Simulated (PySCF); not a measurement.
## One molecule, a ladder of functionals, a line

Molecule: SMILES O1[SiH](P)OCC1, C2H7O2PSi.

Molfile (atoms numbered from 1):
```
C2H7O2PSi
     RDKit          3D

 13 13  0  0  0  0  0  0  0  0999 V2000
    2.3766    1.0854   -0.5415 P   0  0  0  0  0  0  0  0  0  0  0  0
    0.8033   -0.3940    0.0912 Si  0  0  0  0  0  4  0  0  0  0  0  0
   -0.3446   -0.6652   -1.0997 O   0  0  0  0  0  0  0  0  0  0  0  0
   -1.4823    0.1295   -0.8146 C   0  0  0  0  0  0  0  0  0  0  0  0
   -1.5512    0.2900    0.7092 C   0  0  0  0  0  0  0  0  0  0  0  0
   -0.2196    0.3548    1.1888 O   0  0  0  0  0  0  0  0  0  0  0  0
    3.0132    1.0220    0.7380 H   0  0  0  0  0  0  0  0  0  0  0  0
    3.2151    0.0689   -1.0973 H   0  0  0  0  0  0  0  0  0  0  0  0
    1.3535   -1.6940    0.5644 H   0  0  0  0  0  0  0  0  0  0  0  0
   -2.3818   -0.3635   -1.2150 H   0  0  0  0  0  0  0  0  0  0  0  0
   -1.3850    1.1166   -1.3047 H   0  0  0  0  0  0  0  0  0  0  0  0
   -2.0906    1.2063    0.9963 H   0  0  0  0  0  0  0  0  0  0  0  0
   -2.0714   -0.5715    1.1675 H   0  0  0  0  0  0  0  0  0  0  0  0
  1  2  1  0
  2  3  1  0
  3  4  1  0
  4  5  1  0
  5  6  1  0
  6  2  1  0
  1  7  1  0
  1  8  1  0
  2  9  1  0
  4 10  1  0
  4 11  1  0
  5 12  1  0
  5 13  1  0
M  END
```

GIAO shieldings (ppm, equivalent atoms averaged) in PySCF 2.14.0 with density-fitted response routines on the PBE0-D3(BJ)/def2-SVP geometry, basis pcSseg-1, gas phase, non-relativistic:

```csv
functional,exact exchange (%),σ(Si2),σ(O3/O6),σ(C4/C5)
BLYP,0,298.9,262.4,104.5
BP86,0,304.0,266.5,110.0
PBE,0,304.2,265.1,110.3
PBE0,25,323.2,282.1,117.6
mPW1PW91,25,322.6,282.0,116.7
BHandHLYP,50,337.1,293.7,119.1
HF,100,380.2,316.9,131.5
```

(1) Fit each shielding as a line in the percentage of exact exchange.

(2) What does the line predict for B3LYP (20 %), and what does the run give?

Results:

(1) σ(Si2) = 302.4 + 0.77 x (rms 2.3 ppm); σ(O3/O6) = 266.2 + 0.53 x (rms 2.2 ppm); σ(C4/C5) = 109.2 + 0.23 x (rms 2.3 ppm). The functionals also differ in their semilocal parts, which the line can't hold; Hartree–Fock has no correlation at all.

(2) σ(Si2): 317.8 predicted, 313.6 computed; σ(O3/O6): 276.8 predicted, 276.6 computed; σ(C4/C5): 113.8 predicted, 110.9 computed ppm.
